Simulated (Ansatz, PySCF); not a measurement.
C₄H₁₁BO, singlet, at a GFN2-xTB geometry. Base run: CASSCF(2,2)/STO-3G in PySCF.

Here is a job for PySCF.
```python
from pyscf import gto, scf, mcscf
import numpy

mol = gto.Mole()
mol.atom = '''
    B     0.00670103    0.77749781    0.27720440
    C     1.21993518    1.64083055   -0.29145197
    H     2.13968479    1.06105828   -0.31271499
    H     1.41301901    2.54172670    0.29031316
    H     1.03120043    1.94992420   -1.31740025
    O    -0.70251176    1.17378370    1.34194438
    H    -0.44566866    2.00044924    1.75289180
    C    -0.45913338   -0.59766338   -0.41124302
    C    -0.75938900   -1.67902016    0.63551108
    C     0.51179552   -1.15188514   -1.45684329
    H    -1.40531414   -0.38542218   -0.92656527
    H    -1.17640176   -2.56795838    0.16490647
    H     0.15364294   -1.96326704    1.15477993
    H    -1.46817791   -1.30550521    1.36897606
    H     0.68843306   -0.42657696   -2.24675641
    H     0.11019474   -2.05779532   -1.90814512
    H     1.46672654   -1.39796339   -0.99769924
'''
mol.basis = 'sto-3g'
mol.verbose = 4
mol.build()

mf = scf.RHF(mol)
mf.kernel()
mc = mcscf.CASSCF(mf, 2, 2)
mc.fix_spin_(ss=0.0)
mc.kernel()
occ = numpy.linalg.eigvalsh(mc.fcisolver.make_rdm1(mc.ci, mc.ncas, mc.nelecas))[::-1]
ss = mc.fcisolver.spin_square(mc.ci, mc.ncas, mc.nelecas)[0]
print('natural occupations', occ.round(4), ' <S^2>', round(ss, 4))
```

Programs used: Ansatz (a first-principles code), PySCF; a row that names a program was run with it.

Each row names what was changed in the base input (with any setting that the change needs).

```csv
change,ΔE vs base (mEh),natural occupations,<S^2> of the state
base,0.000,1.99 0.01,0.00
state_average = 2 states,13.917,-,-
"code = ansatz; correction = SC-NEVPT2, all electrons",-278.6,-,-
conv_tol = 1e-5,0.000,1.99 0.01,0.00
solver = newton,0.000,1.99 0.01,0.00
"active space = 4 electrons, 4 orbitals",-24.217,1.99 1.98 0.02 0.01,0.00
"active space = 4 electrons, 3 orbitals",-0.570,2.00 1.99 0.01,0.00
correction = SC-NEVPT2,-278.2,1.99 0.01,0.00
start = MP2 natural orbitals,-4.183,1.98 0.02,0.00
orbitals = fixed (CASCI),9.988,2.00 0.00,0.00
code = ansatz,-4.148,-,-
```

Active orbitals are taken around the Fermi level unless the row says otherwise; CASSCF can end in different local minima, and two programs can end on different orbitals. State-averaged rows give the lowest state.
